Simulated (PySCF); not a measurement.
PySCF job for B(H)(NHMe)2 (C₂H₉BN₂), SMILES CNBNC, TDDFT-LC-ωPBE/def2-SVPD. Geometry: PBE0-D3(BJ)/def2-SVP. This is a generated structure with no PubChem entry under its InChIKey; it may be hypothetical. One conformer was computed; it need not be the lowest.

```python
import numpy as np
from pyscf import gto, scf, dft, tdscf

mol = gto.M(
    atom='''
    B    -0.55298827    0.11006524    0.55318574
    H    -1.19211552    0.02229266    1.58086249
    N     0.64422362   -0.62924751    0.43416510
    C     1.17390598   -1.53987749    1.41102092
    H     1.21021182   -0.54063628   -0.40114420
    H     2.18013956   -1.24722752    1.76282962
    H     1.24677864   -2.57654961    1.03358195
    H     0.51232975   -1.55780103    2.28848260
    N    -1.04890232    0.94680652   -0.47506877
    C    -0.44772268    1.18911533   -1.75703792
    H    -1.87317600    1.49619994   -0.27849573
    H     0.28979955    2.01544197   -1.75424671
    H    -1.20727348    1.43231139   -2.51700733
    H     0.07389795    0.28730219   -2.11836355
    ''',
    basis='def2-SVPD',
    charge=0,
    spin=0,
    max_memory=1600,
    verbose=4,
)
mf = dft.RKS(mol, xc='lc_wpbe').density_fit(auxbasis='def2-universal-jkfit')
mf.grids.level = 3
mf.conv_tol = 1e-9
mf.max_cycle = 100
mf.kernel()
mf.grids = dft.Grids(mol).set(level=1).build(with_non0tab=True)  # coarser grid for the response kernel
td = tdscf.TDDFT(mf)
td.singlet = True
td.nstates = 10
td.conv_tol = 1e-4
td.positive_eig_threshold = 1e-6
td.kernel(x0=td.get_init_guess(mf, 15))
td.analyze()
tt = tdscf.TDA(mf)
tt.singlet = False
tt.nstates = 4
tt.conv_tol = 1e-4
tt.positive_eig_threshold = 1e-6
tt.kernel(x0=tt.get_init_guess(mf, 9))
tt.analyze(verbose=3)
```

It prints:

```
PySCF version 2.14.0

[INPUT] verbose = 4
[INPUT] num. atoms = 14
[INPUT] num. electrons = 40
[INPUT] charge = 0
[INPUT] spin (= nelec alpha-beta = 2S) = 0
[INPUT] symmetry False subgroup None
[INPUT] Mole.unit = angstrom
[INPUT] Symbol           X                Y                Z      unit          X                Y                Z       unit  Magmom
[INPUT]  1 B     -0.552988270000   0.110065240000   0.553185740000 AA   -1.044996380397   0.207993159435   1.045369544615 Bohr   0.0
[INPUT]  2 H     -1.192115520000   0.022292660000   1.580862490000 AA   -2.252771841643   0.042127021988   2.987397146698 Bohr   0.0
[INPUT]  3 N      0.644223620000  -0.629247510000   0.434165100000 AA    1.217406204776  -1.189105458465   0.820453131844 Bohr   0.0
[INPUT]  4 C      1.173905980000  -1.539877490000   1.411020920000 AA    2.218360798189  -2.909946721483   2.666443094832 Bohr   0.0
[INPUT]  5 H      1.210211820000  -0.540636280000  -0.401144200000 AA    2.286968892511  -1.021654502204  -0.758052674458 Bohr   0.0
[INPUT]  6 H      2.180139560000  -1.247227520000   1.762829620000 AA    4.119866681730  -2.356918427820   3.331265186071 Bohr   0.0
[INPUT]  7 H      1.246778640000  -2.576549610000   1.033581950000 AA    2.356070167558  -4.868973109255   1.953186812794 Bohr   0.0
[INPUT]  8 H      0.512329750000  -1.557801030000   2.288482600000 AA    0.968162912967  -2.943817303265   4.324605354833 Bohr   0.0
[INPUT]  9 N     -1.048902320000   0.946806520000  -0.475068770000 AA   -1.982138116221   1.789205015753  -0.897749865634 Bohr   0.0
[INPUT] 10 C     -0.447722680000   1.189115330000  -1.757037920000 AA   -0.846073244956   2.247102304222  -3.320320459275 Bohr   0.0
[INPUT] 11 H     -1.873176000000   1.496199940000  -0.278495730000 AA   -3.539789623108   2.827408114191  -0.526280656561 Bohr   0.0
[INPUT] 12 H      0.289799550000   2.015441970000  -1.754246710000 AA    0.547641780522   3.808633343254  -3.315045836819 Bohr   0.0
[INPUT] 13 H     -1.207273480000   1.432311390000  -2.517007330000 AA   -2.281416234651   2.706676252195  -4.756454507223 Bohr   0.0
[INPUT] 14 H      0.073897950000   0.287302190000  -2.118363550000 AA    0.139646886667   0.542922454088  -4.003126941761 Bohr   0.0

nuclear repulsion = 171.063249160466
number of shells = 76
number of NR pGTOs = 240
number of NR cGTOs = 172
basis = def2-SVPD
ecp = {}


[settings echo left out]
init E= -216.289209045425
  HOMO = -0.271102861929755  LUMO = 0.0421733258499827  gap/eV = 8.52468
cycle= 1 E= -215.745109871369  delta_E= 0.544  |g|= 0.352  |ddm|= 4.96
  HOMO = -0.289689597694201  LUMO = 0.0796008850110028  gap/eV = 10.04891
cycle= 2 E= -215.767683991892  delta_E= -0.0226  |g|= 0.248  |ddm|= 0.698
  HOMO = -0.338126778818917  LUMO = 0.0769205126755002  gap/eV = 11.29401
cycle= 3 E= -215.7799102434  delta_E= -0.0122  |g|= 0.0439  |ddm|= 0.283
  HOMO = -0.330765159943796  LUMO = 0.0775753987306884  gap/eV = 11.11151
cycle= 4 E= -215.780464783935  delta_E= -0.000555  |g|= 0.0103  |ddm|= 0.086
  HOMO = -0.331030924926118  LUMO = 0.0776432158114795  gap/eV = 11.12059
cycle= 5 E= -215.780494590744  delta_E= -2.98e-05  |g|= 0.00229  |ddm|= 0.0225
  HOMO = -0.33108496105499  LUMO = 0.0776315003586889  gap/eV = 11.12174
cycle= 6 E= -215.780496628633  delta_E= -2.04e-06  |g|= 0.000626  |ddm|= 0.00692
  HOMO = -0.331143746464249  LUMO = 0.0776234935800493  gap/eV = 11.12312
cycle= 7 E= -215.78049675622  delta_E= -1.28e-07  |g|= 0.000178  |ddm|= 0.00184
  HOMO = -0.331122101918121  LUMO = 0.0776289172973392  gap/eV = 11.12268
cycle= 8 E= -215.780496771618  delta_E= -1.54e-08  |g|= 4.8e-05  |ddm|= 0.000694
  HOMO = -0.331127036737827  LUMO = 0.0776285096129006  gap/eV = 11.12280
cycle= 9 E= -215.780496772589  delta_E= -9.72e-10  |g|= 2.56e-05  |ddm|= 0.000174
  HOMO = -0.331128348913918  LUMO = 0.0776281052074292  gap/eV = 11.12283
Extra cycle  E= -215.780496772636  delta_E= -4.68e-11  |g|= 2.53e-05  |ddm|= 5.24e-05
converged SCF energy = -215.780496772636
tot grids = 48032
Overwritten attributes  positive_eig_threshold  of <class 'pyscf.tdscf.rks.TDDFT'>


******** <class 'pyscf.tdscf.rks.TDDFT'> for <class 'pyscf.df.df_jk.DFRKS'> ********
nstates = 10 singlet
deg_eia_thresh = 1.000e-03
wfnsym = None
conv_tol = 0.0001
eigh lindep = 1e-12
eigh level_shift = 0
eigh max_cycle = 100


Excitation energies (eV)
[6.52698867 7.04613727 7.5280136  7.74805441 8.30069011 8.4812465
 8.83657367 8.92484968 9.09514812 9.26562129]

** Singlet excitation energies and oscillator strengths **
Excited State   1:      6.52699 eV    189.96 nm  f=0.0001
      19 -> 22       -0.13610
      20 -> 21        0.64200
      20 -> 23       -0.10354
      20 -> 26       -0.13635
Excited State   2:      7.04614 eV    175.96 nm  f=0.0083
      19 -> 21        0.21934
      19 -> 26       -0.12006
      20 -> 22       -0.54972
      20 -> 23       -0.21211
      20 -> 25       -0.24421
Excited State   3:      7.52801 eV    164.70 nm  f=0.2808
      20 -> 24        0.66129
      20 -> 25        0.14549
Excited State   4:      7.74805 eV    160.02 nm  f=0.0204
      19 -> 21       -0.18936
      19 -> 22        0.12057
      20 -> 21       -0.10194
      20 -> 22        0.18926
      20 -> 23       -0.59926
Excited State   5:      8.30069 eV    149.37 nm  f=0.0159
      19 -> 22        0.22990
      19 -> 23        0.20534
      19 -> 25        0.12353
      20 -> 21        0.13341
      20 -> 25       -0.17576
      20 -> 26        0.47358
      20 -> 27        0.25959
Excited State   6:      8.48125 eV    146.19 nm  f=0.0052
      19 -> 21       -0.22026
      19 -> 22       -0.14664
      19 -> 23        0.22987
      20 -> 22       -0.25957
      20 -> 25        0.46683
      20 -> 26        0.18335
Excited State   7:      8.83657 eV    140.31 nm  f=0.0237
      19 -> 21        0.33929
      19 -> 25       -0.11011
      20 -> 21        0.10588
      20 -> 22        0.14755
      20 -> 26        0.24367
      20 -> 27       -0.40589
      20 -> 28        0.13335
Excited State   8:      8.92485 eV    138.92 nm  f=0.0718
      19 -> 24        0.12677
      20 -> 27       -0.17396
      20 -> 28       -0.62430
Excited State   9:      9.09515 eV    136.32 nm  f=0.0052
      19 -> 21       -0.38556
      19 -> 22        0.13293
      19 -> 25        0.10393
      20 -> 23        0.16517
      20 -> 25       -0.23635
      20 -> 27       -0.41317
Excited State  10:      9.26562 eV    133.81 nm  f=0.1505
      18 -> 21       -0.16636
      19 -> 24        0.54596
      19 -> 25        0.18629
      20 -> 29       -0.22866

** Transition electric dipole moments (AU) **
state          X           Y           Z        Dip. S.      Osc.
  1         0.0170     -0.0055      0.0091      0.0004      0.0001
  2         0.1227      0.0996      0.1522      0.0481      0.0083
  3        -0.5977      0.8180     -0.7042      1.5223      0.2808
  4         0.0944      0.3037      0.0790      0.1074      0.0204
  5         0.2405      0.1025      0.0997      0.0783      0.0159
  6        -0.0591     -0.1168     -0.0885      0.0250      0.0052
  7         0.1236      0.2714      0.1428      0.1093      0.0237
  8         0.0039     -0.3286      0.4695      0.3284      0.0718
  9        -0.0929      0.0687     -0.0993      0.0232      0.0052
 10        -0.6108      0.0159      0.5381      0.6629      0.1505

** Transition velocity dipole moments (imaginary part, AU) **
state          X           Y           Z        Dip. S.      Osc.
  1         0.0045     -0.0012      0.0027      0.0000      0.0001
  2         0.0358      0.0318      0.0428      0.0041      0.0106
  3        -0.1647      0.2254     -0.1930      0.1152      0.2776
  4         0.0285      0.0878      0.0248      0.0091      0.0214
  5         0.0748      0.0340      0.0319      0.0078      0.0170
  6        -0.0221     -0.0429     -0.0297      0.0032      0.0069
  7         0.0490      0.0982      0.0524      0.0148      0.0304
  8         0.0019     -0.1053      0.1491      0.0333      0.0677
  9        -0.0342      0.0190     -0.0352      0.0028      0.0055
 10        -0.2067      0.0041      0.1807      0.0754      0.1476

** Transition magnetic dipole moments (imaginary part, AU) **
state          X           Y           Z
  1        -0.3942      0.4161     -0.1916
  2        -0.3327     -0.1137      0.3458
  3         0.2628      0.6557      0.3021
  4         0.0561      0.2104     -0.2658
  5        -0.1255      0.0119     -0.1701
  6        -0.5525      0.2150      0.5208
  7         0.1997     -0.1823      0.3132
  8        -0.1978     -0.5710     -0.4192
  9         0.1306     -0.0547     -0.2726
 10        -0.2872     -0.3192     -0.3274
Overwritten attributes  positive_eig_threshold  of <class 'pyscf.tdscf.rks.TDA'>


******** <class 'pyscf.tdscf.rks.TDA'> for <class 'pyscf.df.df_jk.DFRKS'> ********
nstates = 4 triplet
deg_eia_thresh = 1.000e-03
wfnsym = None
conv_tol = 0.0001
eigh lindep = 1e-12
eigh level_shift = 0
eigh max_cycle = 100


Excitation energies (eV)
[6.2193865  6.35346985 6.7999035  7.59797385]

** Triplet excitation energies and oscillator strengths **
Excited State   1:      6.21939 eV    199.35 nm  f=0.0000
Excited State   2:      6.35347 eV    195.14 nm  f=0.0000
Excited State   3:      6.79990 eV    182.33 nm  f=0.0000
Excited State   4:      7.59797 eV    163.18 nm  f=0.0000
```

Self-consistency was reached.

Cost: about 6 core-minutes (a rough figure).
